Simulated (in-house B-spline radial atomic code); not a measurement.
Radial electron density of neutral arsenic, [Ar] 3d10 4s2 4p3. Level of theory: non-relativistic Hartree-Fock, average of configuration, point nucleus, inside a hard spherical wall at 1.29 bohr; calculated with an all-electron radial atomic-structure program (B-spline basis).

Columns: r (bohr), 4πr²n(r) (electrons per bohr), bar.

```
  0.0019   0.9985 #
 0.00223    1.346 #
 0.00263    1.823 ##
 0.00309    2.442 ##
 0.00364    3.268 ###
 0.00429    4.348 ####
 0.00505    5.731 #####
 0.00594    7.478 #######
 0.00699    9.663 #########
 0.00823    12.35 ###########
 0.00969    15.55 ##############
  0.0114    19.24 #################
  0.0134    23.32 #####################
  0.0158    27.72 #########################
  0.0186    32.02 #############################
  0.0219    35.88 #################################
  0.0258    38.83 ###################################
  0.0303    40.41 #####################################
  0.0357    40.42 #####################################
   0.042    38.94 ###################################
  0.0495    36.54 #################################
  0.0582    34.35 ###############################
  0.0685    33.59 ##############################
  0.0807    35.27 ################################
   0.095     39.4 ####################################
   0.112    44.68 #########################################
   0.132    48.53 ############################################
   0.155    48.51 ############################################
   0.182    43.85 ########################################
   0.215    35.91 #################################
   0.253    29.11 ##########################
   0.297    27.05 #########################
    0.35    30.34 ############################
   0.412    35.41 ################################
   0.485    37.14 ##################################
   0.571     33.5 ##############################
   0.672    27.81 #########################
   0.791    24.57 ######################
   0.931    21.35 ###################
     1.1    9.857 #########
    1.28  0.03344
```

On this grid the curve has 3 maxima, near 0.0357, 0.132, 0.485 bohr.

The 4s radial function P(r) = rR(r), positive near the nucleus:

| r (bohr) | P |
| --- | --- |
| 0.000606 | 0.02642 |
| 0.00084 | 0.03634 |
| 0.00116 | 0.04965 |
| 0.00161 | 0.06788 |
| 0.00223 | 0.09209 |
| 0.00309 | 0.124 |
| 0.00429 | 0.1652 |
| 0.00594 | 0.2161 |
| 0.00823 | 0.2762 |
| 0.0114 | 0.3411 |
| 0.0158 | 0.4002 |
| 0.0219 | 0.433 |
| 0.0303 | 0.4075 |
| 0.042 | 0.2833 |
| 0.0582 | 0.03148 |
| 0.0807 | -0.3254 |
| 0.112 | -0.6563 |
| 0.155 | -0.7107 |
| 0.215 | -0.262 |
| 0.297 | 0.5697 |
| 0.412 | 1.13 |
| 0.571 | 0.5628 |
| 0.791 | -0.9586 |
| 1.1 | -1.149 |
